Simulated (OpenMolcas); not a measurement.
A calculation on Sb.

```json
{"Program": "OpenMolcas", "Method": "CASSCF", "Basis": "ANO-RCC-VQZP [8s7p5d3f2g]", "Scalar Hamiltonian": "DKH2, point nucleus", "Active space": "5 electrons in 4 orbitals (5s 5p)", "State averaging": "2S+1 = 4 odd, 1 root; 2S+1 = 2 odd, 8 roots; 2S+1 = 4 even, 3 roots", "Spin-orbit coupling": "state interaction with AMFI integrals over the reference wave functions, term energies averaged over their components"}
```

(1) Which level of the active space comes out lowest?

(2) How high does 5s2 5p3 2P* 3/2 lie?

(3) How high does 5s 5p4 4P 1/2 lie?

(4) How high does 5s2 5p3 2P* 1/2 lie?

Measured values: NIST Handbook of Basic Atomic Spectroscopic Data.

Results:

(1) 5s2 5p3 4S* 3/2, with 98 % of that term; it is also the measured ground level.

(2) 20356 cm-1 above the lowest level; measured 18464 cm-1 above the ground level, so the calculation is off by +10 %.

(3) 64730 cm-1 above the lowest level.

(4) 18700 cm-1 above the lowest level; measured 16395 cm-1 above the ground level, so the calculation is off by +14 %.

Terms of s pⁿ other than that of highest spin mix with s² pⁿ⁻² d, which this space lacks; all of them can be thousands of cm-1 off, and some have no real level of that name. Measured partners are found by configuration, term and J. A level has none where our copy of the source lacks it or the pairing is in doubt (some pairs that miss far off the trend of their configuration count as doubtful), and it then counts in no deviation. Levels of configurations outside the active space are missing.

* marks odd parity.
